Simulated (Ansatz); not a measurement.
C2H5NSSn. Total charge 0; spin multiplicity 1. Sn takes the def2 core potential. The bonds changed during the relaxation, so this is another structure than the one it started from. The geometry is a stationary point of PBE0-D4/def2-TZVP. It is one conformer, not always the lowest.

```xyz
10

S     1.985    1.550    0.085
C     2.131   -0.066    0.172
Sn    0.612   -1.598   -0.366
C    -2.020    0.370   -0.385
N    -0.782    0.176   -0.264
H     3.128   -0.438    0.435
H     0.279   -1.911    1.344
H    -2.454    1.370   -0.342
H    -2.694   -0.472   -0.534
H    -0.185    1.019   -0.144
```

(1) What is the dipole moment at B3LYP/def2-TZVPP? (Estimate.)

(2) And with PBE, r2SCAN, ωB97M-V? (Best estimate.)

(3) Give the Mulliken charges with B3LYP, r2SCAN, ωB97M-V in def2-TZVPP. (An estimate is asked.)

## Answers

(1) Computed: 3.71 D, with components (-3.62, 0.47, -0.68) D in this frame, pointing from negative to positive charge.

(2) Ansatz gave: PBE 3.47 D, r2SCAN 3.66 D, ωB97M-V 3.84 D.

(3) Ansatz gave: 
| atom | B3LYP | r2SCAN | ωB97M-V |
| --- | --- | --- | --- |
| S1 | -0.24 | -0.24 | -0.21 |
| C2 | -0.25 | -0.20 | -0.25 |
| Sn3 | 0.41 | 0.37 | 0.31 |
| C4 | -0.03 | 0.07 | 0.01 |
| N5 | -0.22 | -0.26 | -0.24 |
| H6 | 0.11 | 0.08 | 0.13 |
| H7 | -0.18 | -0.17 | -0.14 |
| H8 | 0.12 | 0.09 | 0.13 |
| H9 | 0.12 | 0.09 | 0.12 |
| H10 | 0.16 | 0.16 | 0.14 |

B3LYP here is the variant with VWN-RPA as its local correlation; programs differ in this.
